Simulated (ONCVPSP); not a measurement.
Potentials for Rb compared

Generated with ld1.x 7.5 (TM, RRKJ, ultrasoft, PAW), atompaw 4.2 or ONCVPSP 4.0.1. The cutoff is in Ry: for ld1.x and atompaw files where the sum of valence levels is converged to 10 mRy in a Bessel basis, for ONCV files where the hardest occupied wave has 1 mHa per electron of residual kinetic energy. The error is the largest all-electron minus pseudo excitation energy over each file’s own four to seven test configurations (ionisations up to +4, promotions, holes and added fractions of an electron), all of which were solved. The labels leave out finer settings (local radius, basis sizes, second energies), which also bear on the numbers. Spin-polarised tests are not counted. The rows are a selection from randomly drawn settings: files with unsolved tests, undetermined cutoffs or missed reference levels are left out.

```csv
potential,cutoff (Ry),largest error (meV),bound ghosts
"ONCV, LDA (Perdew-Wang 92), scalar-relativistic, rc 2.20/2.30/2.50/1.95 (spdf), local smoothed, core correction yes, reference 4s2 4p6 5s1, qcut 5.5/7.3/4.2/6.3, projectors 2/2/1/2",22,-7.0,none
"ONCV, PBEsol, scalar-relativistic, rc 2.45/2.00/2.60/2.45 (spdf), local smoothed, core correction yes, reference 4s2 4p6 5s1, qcut 4.9/7/4.2/4.1, projectors 2/2/1/1",25,-187,none
"ONCV, PBEsol, scalar-relativistic, rc 2.50/2.15/2.65/2.65 (spdf), local smoothed, core correction yes, reference 4s2 4p6 5s1, qcut 6/6.4/3.9/4.6, projectors 2/2/2/1",18,-127,none
```

Question: Fill in the row for Rb: ONCV, PBEsol, scalar-relativistic, rc 2.15/1.75/1.90 (spd), local smoothed, core correction yes, reference 4s2 4p6 5s1, qcut 4.8/5.1/5.9, projectors 2/2/2.

Answer: cutoff 23 Ry, largest error -4.3 meV, bound ghosts: none.

Question: Fill in the row for Rb: ONCV, LDA (Perdew-Zunger), fully relativistic, rc 1.95/2.15/2.05/2.35 (spdf), local smoothed, core correction yes, reference 4s2 4p6 5s1, qcut 7.5/5.5/5.3/4.2, projectors 3/2/3/2.

Answer: cutoff 32 Ry, largest error -24 meV, bound ghosts: none.

Question: Fill in the row for Rb: ONCV, PBE, scalar-relativistic, rc 2.10/2.65/2.50 (spd), local smoothed, core correction yes, reference 4s2 4p6 5s1, qcut 6/4.7/3.6, projectors 2/2/2.

Answer: cutoff 23 Ry, largest error -27 meV, bound ghosts: none.
